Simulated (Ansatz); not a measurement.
Compare A (`C=C(N)S[SiH3]`) with its isomer B (`C[SiH2]NC=S`).

Program: Ansatz. Geometries: PBE0-D4/def2-TZVP. ΔE: electronic, gas phase. CCSD(T)/CBS is the MP2 limit (def2-TZVPP, def2-QZVPP) plus CCSD(T) − MP2 in def2-TZVPP, frozen cores. Functionals use def2-TZVPP. B3LYP here is the variant with VWN-RPA as its local correlation; programs differ in this. Each species was taken in one conformer, which may not be the lowest.

Task: Which is lower in electronic energy at CCSD(T)/CBS, and by how much? (Estimate.)

Result: The calculation gave: B, by 22.4 kcal/mol.

Task: Give E(B) − E(A) in kcal/mol with CCSD/def2-TZVPP, B3LYP-D4, MP2/def2-TZVPP, B2PLYP, CCSD(T)/def2-TZVPP, HF/def2-TZVPP, r2SCAN-D4. (An estimate is asked.)

Result: Computed: CCSD/def2-TZVPP -22.5, B3LYP-D4 -23.0, MP2/def2-TZVPP -23.3, B2PLYP -23.8, CCSD(T)/def2-TZVPP -22.8, HF/def2-TZVPP -22.8, r2SCAN-D4 -23.2. None reverses the order clearly.

Largest T1 diagnostic: 0.016.
